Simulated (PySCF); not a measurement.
**Magnetic susceptibility: `O(C)C(=O)[C@H](C)O[SiH3]`, C$_{4}$H$_{10}$O$_{3}$Si**

Molfile (atoms numbered from 1):
```
C4H10O3Si
     RDKit          3D

 18 17  0  0  0  0  0  0  0  0999 V2000
    2.7932   -0.4098   -0.7715 C   0  0  0  0  0  0  0  0  0  0  0  0
    1.7502   -0.5011    0.1962 O   0  0  0  0  0  0  0  0  0  0  0  0
    0.6164    0.1221   -0.1059 C   0  0  0  0  0  0  0  0  0  0  0  0
    0.4365    0.7488   -1.1167 O   0  0  0  0  0  0  0  0  0  0  0  0
   -0.4462   -0.0751    0.9600 C   0  0  2  0  0  0  0  0  0  0  0  0
   -0.9749   -1.5107    0.8382 C   0  0  0  0  0  0  0  0  0  0  0  0
   -1.4660    0.8418    0.8290 O   0  0  0  0  0  0  0  0  0  0  0  0
   -1.9768    1.6743   -0.4794 Si  0  0  0  0  0  4  0  0  0  0  0  0
    3.6307   -0.9705   -0.3654 H   0  0  0  0  0  0  0  0  0  0  0  0
    2.4661   -0.8367   -1.7211 H   0  0  0  0  0  0  0  0  0  0  0  0
    3.0698    0.6337   -0.9301 H   0  0  0  0  0  0  0  0  0  0  0  0
    0.0195    0.0609    1.9469 H   0  0  0  0  0  0  0  0  0  0  0  0
   -1.3926   -1.6598   -0.1550 H   0  0  0  0  0  0  0  0  0  0  0  0
   -0.1734   -2.2234    1.0116 H   0  0  0  0  0  0  0  0  0  0  0  0
   -1.7610   -1.6621    1.5726 H   0  0  0  0  0  0  0  0  0  0  0  0
   -1.1332    2.8183   -0.8104 H   0  0  0  0  0  0  0  0  0  0  0  0
   -3.2287    2.1261    0.1252 H   0  0  0  0  0  0  0  0  0  0  0  0
   -2.2383    0.8296   -1.6428 H   0  0  0  0  0  0  0  0  0  0  0  0
  1  2  1  0
  2  3  1  0
  3  4  2  0
  3  5  1  0
  5  6  1  0
  5  7  1  0
  7  8  1  0
  1  9  1  0
  1 10  1  0
  1 11  1  0
  5 12  1  1
  6 13  1  0
  6 14  1  0
  6 15  1  0
  8 16  1  0
  8 17  1  0
  8 18  1  0
M  END
```

Computed with GIAO B3LYP/pcSseg-1 magnetisability, rotational g tensor and spin-rotation constants, non-relativistic, gas phase in PySCF 2.14.0. Geometry: GFN2-xTB.

Question: How diamagnetic is it, and how anisotropic?

Answer: Isotropic -1206 × 10⁻³⁰ J/T², or -72.6 × 10⁻⁶ cm³/mol; principal values -1287, -1191, -1141 × 10⁻³⁰ J/T², anisotropy 129 × 10⁻³⁰ J/T² (root of half the summed squared differences of the principal values). The susceptibility is in cgs units.

Question: Split it along the inertial axes a, b, c into diamagnetic and paramagnetic parts about the centre of mass, with the quadrupole moment.

Answer: 
| axis | χ (10⁻⁶ cm³/mol) | diamagnetic (10⁻⁶ cm³/mol) | paramagnetic (10⁻⁶ cm³/mol) | summed x² of all electrons (Å²) | quadrupole Θ (D Å) |
| --- | --- | --- | --- | --- | --- |
| a | -71.7 | -539.2 | 467.6 | 243.9 | +3.54 |
| b | -70.7 | -1160.8 | 1090.0 | 97.4 | -1.97 |
| c | -75.5 | -1448.3 | 1372.7 | 29.7 | -1.57 |

Anisotropies 2χaa − χbb − χcc = +3.0 and 2χbb − χaa − χcc = +5.7 × 10⁻⁶ cm³/mol. Θ is traceless in Buckingham's convention.

Question: And the rotational g tensor?

Answer: 
```
axis  rotational constant (GHz)        g  nuclear part  electronic part
   a                     2.9846  -0.0411        0.6145          -0.6556
   b                     1.1559  -0.0146        0.5773          -0.5919
   c                     0.9114  -0.0096        0.5782          -0.5878
```
Asymmetric top; isotopes 12C, 1H, 16O, 28Si; no vibrational averaging.
